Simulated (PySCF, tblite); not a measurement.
Isomers of C3H8O2Si2, one GFN2-xTB conformer each. Single-point energies are computed at PBE0/pcSseg-1 (PySCF, gas phase, no added dispersion term), electronic only.

Question: Rank them by PBE0/pcSseg-1 energy, lowest first (kJ/mol).
A. `[O:1]=[C:2]([OH:3])[SiH:4]1[CH2:5][SiH2:6][CH2:7]1` with O1–C2–O3–H 0°, O1–C2–Si4–C5 46°
B. `[CH2:1]=[CH:2][C:3](=[O:4])[O:5][SiH2:6][SiH3:7]` with C1–C2–C3–O4 1°, C2–C3–O5–Si6 180°, C3–O5–Si6–Si7 0°

Answer: A (0.0), B (31.9).

As drawn, the lower has a four-membered ring, an O–H bond and an Si–C bond, which the higher lacks; the higher has an Si–O bond, an Si–Si bond and a C=C bond outside aromatic rings, which the lower lacks. GFN2-xTB itself gives, in the same order: 185.7, 0.0. GFN2-xTB puts C=CC(=O)O[SiH2][SiH3] lowest instead.

Q: Which frontier levels, dipoles and rotational constants go with these structures?

A: 
| SMILES | HOMO (eV, PBE0/pcSseg-1) | LUMO (eV) | dipole (D) | A, B, C (MHz) |
| --- | --- | --- | --- | --- |
| O=C(O)[SiH]1C[SiH2]C1 | -7.66 | -0.93 | 1.35 | 3712, 1044, 1004 |
| C=CC(=O)O[SiH2][SiH3] | -8.14 | -1.60 | 1.85 | 3628, 1070, 842.2 |

Q: What happens when harmonic zero-point energies from GFN2-xTB frequencies are added?

A: 
```json
{"SMILES": "O=C(O)[SiH]1C[SiH2]C1", "ZPE (kJ/mol)": "263.4", "electronic (kJ/mol)": "0.0", "with ZPE (kJ/mol)": "0.0"}
{"SMILES": "C=CC(=O)O[SiH2][SiH3]", "ZPE (kJ/mol)": "251.7", "electronic (kJ/mol)": "31.9", "with ZPE (kJ/mol)": "20.1"}
```

The zero-point energies span 11.7 kJ/mol. The order is unchanged.
